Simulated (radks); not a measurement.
Results of a calculation; reference values are marked as such.
Effect of the nuclear size on the niobium ion Nb17+, [Ar] 3d6. Code: a radial shooting solver on a logarithmic mesh with Libxc functionals. Model: Dirac Kohn-Sham, relativistic LDA (MacDonald-Vosko exchange, VWN5 correlation), spin-unpolarised, spherical densities, finite nucleus; open shells are shared between the two j in proportion to 2j + 1; Fermi nuclear charge, rms radius 4.324 fm. The rms radius is varied about that value; shifts are against it.

rms radius (fm)  total energy shift (eV)  density at nucleus (e/bohr^3)  1s1/2 shift (meV)  2s1/2 shift (meV)  3s1/2 shift (meV)  3p1/2 shift (meV)  3d5/2 shift (meV)  4s1/2 (empty) shift (meV)  4p1/2 (empty) shift (meV)
3.883                             -0.243                      8.251e+04               -102              -10.9              -2.12              0.135              0.130                     -0.626                      0.034
4.0775                            -0.139                      8.209e+04              -58.3              -6.23              -1.21              0.077              0.074                     -0.357                      0.020
4.324                                  0                       8.16e+04              0.000              0.000              0.000              0.000              0.000                      0.000                      0.000
4.471                             0.0861                      8.132e+04               36.2               3.87              0.754             -0.048             -0.046                      0.222                     -0.012
5.1066                             0.488                      8.021e+04                205               21.9               4.27             -0.272             -0.261                       1.26                     -0.069

Slopes of the eigenvalues against <r^2> in GHz/fm^2, as finite differences over the two radii next to the reference (eigenvalue slopes, not the field-shift constants of lines): 1s1/2 6800, 2s1/2 726, 3s1/2 141, 3p1/2 -9.00, 3d5/2 -8.64, 4s1/2 (empty) 41.6, 4p1/2 (empty) -2.29.
